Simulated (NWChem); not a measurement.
Molecule: C4H4ClF; SMILES F/C(C=C)=C\Cl

```xyz
10

C     -0.0025     2.9271     0.0000
C     -0.6878     1.7623     0.0000
C     -0.0585     0.4533     0.0000
F      1.2854     0.4442     0.0000
C     -0.7437    -0.7197     0.0000
Cl     0.0263    -2.2585     0.0000
H      1.0977     2.9362     0.0000
H     -0.5260     3.8938     0.0000
H     -1.7900     1.7572     0.0000
H     -1.8420    -0.7289     0.0000
```
Atoms are numbered in this order, from 1.

Program: NWChem. Coordinates come from a PBE-D3(BJ)/def2-SVP optimisation. Total energies compare along this basis series because the functional is fixed.

```json
[
 {"level": "TPSS/cc-pVDZ", "basis functions": "108", "energy (Ha)": "-714.9051", "highest occupied level (eV)": "-5.61", "orbital gap (eV)": "3.69", "dipole (D)": "2.04"},
 {"level": "TPSS/aug-cc-pVDZ", "basis functions": "178", "energy (Ha)": "-714.9241", "highest occupied level (eV)": "-5.81", "orbital gap (eV)": "3.65", "dipole (D)": "2.18"},
 {"level": "TPSS/cc-pVTZ", "basis functions": "240", "energy (Ha)": "-714.9980", "highest occupied level (eV)": "-5.76", "orbital gap (eV)": "3.67", "dipole (D)": "2.11"}
]
```
